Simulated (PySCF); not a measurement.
Identify the unknown among the candidates.

All candidates are C3H6N2Si.

| technique | computed result |
| --- | --- |
| Triplet | lowest triplet excitation (Tamm–Dancoff): 3.61 eV [TDA CAM-B3LYP/def2-SVPD] |
| XPS | Si2p3/2 107.2, C1s 292.4, C1s 292.6, C1s 292.7, N1s 404.6, N1s 405.1, Si1s 1847.0 eV [ΔSCF SCAN, pcX-2 on the ionised atom, pcseg-1 elsewhere, spin-free X2C, 2p3/2 from a spin–orbit splitting computed afterwards within the 2p shell] |
| 13C NMR | chemical shifts (computed TMS as zero) by class: 167.2 (1 C), 117.7 (1 C), 28.2 (1 C) ppm [GIAO PBE0/pcSseg-1] |
| Rotational structure | rotational constants A, B, C: 7.753, 1.284, 1.218 GHz [GFN2-xTB] |
| 1H NMR | chemical shifts (computed TMS as zero) by class: 8.53 (1 H), 5.08 (3 H), 3.12 (2 H) ppm [GIAO PBE0/pcSseg-1] |
| Dipole | 3.44 D [CAM-B3LYP/def2-SVPD] |
| UV, first state | lowest singlet excitation: 4.18 eV (296 nm, f = 0.001) [TDDFT CAM-B3LYP/def2-SVPD] |

Gas-phase values; electronic properties from PySCF, density fitting. Levels stand in brackets. The structure is a single GFN2-xTB conformer in the gas phase; no vibrational or solvent corrections. NMR classes are plain means over equivalent atoms (diastereotopic ones count apart unless rotation or inversion swaps them), as if these changed places fast.

Question: Which candidate is it?
A. `N#CC/C=N\[SiH3]`
B. `N#CC/C=N/[SiH3]`
C. `C[SiH2]/N=C/C#N`

Answer: A. It is `N#CC/C=N\[SiH3]`. Numbering: `[N:1]#[C:2][CH2:3]/[CH:4]=[N:5]\[SiH3:6]`. Its formula, C3H6N2Si, gives 3 degrees of unsaturation: 0 rings and 3 π bonds in the structure found. 3 carbons fall into 3 classes; from least to most shielded: C=N carbon [C4] (167.2 ppm), nitrile carbon [C2] (117.7 ppm), sp3 carbon next to a nitrile [C3] (28.2 ppm). Hydrogen classes from least to most shielded: 1 H on a C=N carbon, C4 (8.53 ppm), 3 H on an SiH3 silicon, Si6 (5.08 ppm), 2 H on an sp3 carbon next to a nitrile, C3 (3.12 ppm). The core levels belong to: Si2p3/2 107.2 eV, SiH3 silicon [Si6]; C1s 292.4 eV, nitrile carbon [C2]; C1s 292.6 eV, sp3 carbon next to a nitrile [C3]; C1s 292.7 eV, C=N carbon [C4]; N1s 404.6 eV, C=N nitrogen [N5]; N1s 405.1 eV, nitrile nitrogen [N1]; Si1s 1847.0 eV, SiH3 silicon [Si6]. The hole state at 292.7 eV has ⟨S²⟩ = 0.83 against 0.75, so that value is less sure. The optimised geometry has point group C1 and is an asymmetric top.

The others, at the same levels:
- `N#CC/C=N/[SiH3]` fails: its computed 13C shifts are 169.0 (1 C), 119.0 (1 C), 33.1 (1 C) ppm, rotational constant A is 11.830 GHz (against 7.753 GHz) and smallest rotational constant is 1.011 GHz (against 1.218 GHz).
- `C[SiH2]/N=C/C#N` fails: its computed 13C shifts are 148.5 (1 C), 119.6 (1 C), -3.5 (1 C) ppm, core binding energies are Si2p3/2 107.1, C1s 290.4, C1s 292.4, C1s 293.3, N1s 404.9, N1s 405.3, Si1s 1847.0 eV and 1H shifts are 8.09 (1 H), 5.19 (2 H), 0.47 (3 H) ppm.

Each candidate is one conformer, not necessarily the lowest. Dipoles, sizes and rotational constants follow the conformer. The torsions of the flexible species, by atom-mapped SMILES:
- `[N:1]#[C:2][CH2:3]/[CH:4]=[N:5]\[SiH3:6]`: C2–C3–C4–N5 116°
- `[N:1]#[C:2][CH2:3]/[CH:4]=[N:5]/[SiH3:6]`: C2–C3–C4–N5 -123°
- `[CH3:1][SiH2:2]/[N:3]=[CH:4]/[C:5]#[N:6]`: C1–Si2–N3–C4 119°
